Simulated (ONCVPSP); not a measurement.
## Zn (Z = 30), ONCV: configuration errors across variants

```
Element                 : Zn (Z = 30)
Generator               : ONCVPSP 4.0.1
Type                    : optimised norm-conserving Vanderbilt (ONCV)
Functional              : PBE
Relativity              : scalar-relativistic
Frozen core             : [Ar]
Valence charge          : 12
Reference configuration : 3d10 4s1 (charge +1)
Partial waves           : 4s: rc 2.20 bohr, ncon 4, nbas 8, qcut 3.6 1/bohr, 2 projectors, debl 1.2 Ha; p scattering state at 0.4 Ha: rc 1.95 bohr, ncon 4, nbas 7, qcut 4.1 1/bohr, 1 projector; 3d: rc 0.95 bohr, ncon 4, nbas 8, qcut 16.1 1/bohr, 2 projectors, debl 2.1 Ha
Local potential         : polynomial inside 0.75 bohr (lpopt 3, dvloc0 0 Ha)
Core correction         : none
```

In the p channel the program set the typed energies aside and used 0.050 Ha.

All-electron excitation energies from the reference (eV): (1) 3d10 4s2 -9.889; (2) 3d10 4s0 18.443; (3) 3d9 4s0 58.976; (4) 3d10 4s0 4p1 6.324.

2 further variants failed, have other tests or too few solved ones, and are left out.

A true bound ghost makes a file unfit for plane-wave use even where its test errors are small: the radial tests pick states by their node count and pass the ghost by.

Errors AE − PS in meV (a dash: test not solved or not reliable):

```csv
change,(1),(2),(3),(4),bound ghosts,GHOST(+) flags above zero
base,+5.1,+18,+33,-49,"s, p",none
s: qcut 2.6,+6.2,+16,-51,-51,"s, p",none
s: qcut 2.9,+5.9,+16,-23,-50,"s, p",none
s: qcut 3.4,+5.3,+18,+20,-49,"s, p",none
s: qcut 3.8,+5.0,+18,+45,-48,"s, p",none
s: qcut 4.1,+4.8,+18,+59,-48,"s, p",none
s: qcut 4.6,+4.5,+19,+75,-48,"s, p",none
```

Q: Give the same row for: s: qcut 2.1.

A: +6.7, +14, -95, -53; bound ghosts: s, p; GHOST(+) flags above zero: none.
